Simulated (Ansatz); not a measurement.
Consider the cleavage of the Sn–Si bond: `C[SiH2][SnH2][SH]` + HCl → `[SH][SnH2][Cl]` + `C[SiH3]`.

Program: Ansatz. Geometries: PBE0-D4/def2-TZVP. ΔE: electronic, gas phase. CCSD(T)/CBS is the MP2 limit (def2-TZVPP, def2-QZVPP) plus CCSD(T) − MP2 in def2-TZVPP, frozen cores. This one scheme is used for every species. Functionals use def2-TZVPP. B3LYP here is the variant with VWN-RPA as its local correlation; programs differ in this. def2 core potentials past Kr. For Sn outer-core shells are correlated without core-valence functions, which leaves a few kJ/mol of doubt a bond. Each species was taken in one conformer, which may not be the lowest.

```tsv
level	ΔE (kJ/mol)	difference from CCSD(T)/CBS
PBE-D4	-54.0	8.8
r2SCAN-D4	-65.4	-2.6
PBE0-D4	-57.1	5.7
B3LYP-D4	-65.5	-2.7
ωB97M-V	-67.0	-4.2
PBE	-58.7	4.1
r2SCAN	-67.0	-4.2
B3LYP	-72.7	-9.9
HF/def2-TZVPP	-91.7	-28.9
MP2/def2-TZVPP	-62.6	0.2
SCS-MP2/def2-TZVPP	-68.5	-5.7
CCSD/def2-TZVPP	-63.2	-0.4
HF/def2-QZVPP	-93.4	-30.6
MP2/def2-QZVPP	-64.3	-1.5
SCS-MP2/def2-QZVPP	-70.3	-7.5
CCSD/CBS(def2)	-65.2	-2.4
CCSD(T)/CBS	-62.8	0
```

Largest T1 diagnostic among the species: 0.012.

The D4 term adds +7.2 kJ/mol with B3LYP and +4.5 kJ/mol with PBE0; it sums over pairs of atoms, weighted by their polarisabilities, and B3LYP, whose exchange is more repulsive, gets the larger term. In def2-TZVPP, CCSD(T) changes the Hartree–Fock value by +31.0 kJ/mol (the triples alone add +2.4 kJ/mol) and MP2 by +29.2 kJ/mol.
